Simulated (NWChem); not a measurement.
Molecule: SiHSeCl2F; SMILES [SeH][Si](Cl)(F)Cl

```xyz
6

F      0.0490     0.8179     1.8537
Si    -0.0024     0.4972     0.2834
Cl     1.5795     1.5122    -0.5458
Cl    -1.7725     1.2200    -0.4551
Se     0.0433    -1.7323    -0.1203
H      1.4017    -1.8720     0.4558
```
Atoms are numbered in this order, from 1.

Results from NWChem. Medium grid unless said otherwise, to which SCAN and Minnesota functionals are sensitive. Coordinates come from a B3LYP/6-31G* (spherical d) optimisation. Hybrids' shares of exact exchange are those that their runs print; pure functionals count as 0. The functionals differ in more than this share.

```
row              share of exact exchange  highest occupied level (eV)
---------------  -----------------------  ---------------------------
PBE/def2-SVP                        0.00                        -6.50
MN15-L/def2-SVP                     0.00                        -7.02
B3LYP/def2-SVP                      0.20                        -7.44
B97-2/def2-SVP                      0.21                        -7.54
MPW1K/def2-SVP                      0.43                     withheld
```

Question: Fit a straight line of the last column on the one before it, predict the withheld value, and compare with the run.

Answer: 
1. Means of the 4 shown rows: x = 0.103, y = -7.125. Slope Σ(x − x̄)(y − ȳ)/Σ(x − x̄)² = -0.1502/0.04208 = -3.569; intercept -6.759.
2. The shown rows scatter about the line by 0.185 (root mean square); the largest residual is -0.26, at MN15-L/def2-SVP.
3. At x = 0.43 (MPW1K/def2-SVP; beyond the shown range) the line gives -8.29.
4. The run gives -8.73, -0.44 from the line, 2.4 times the scatter.
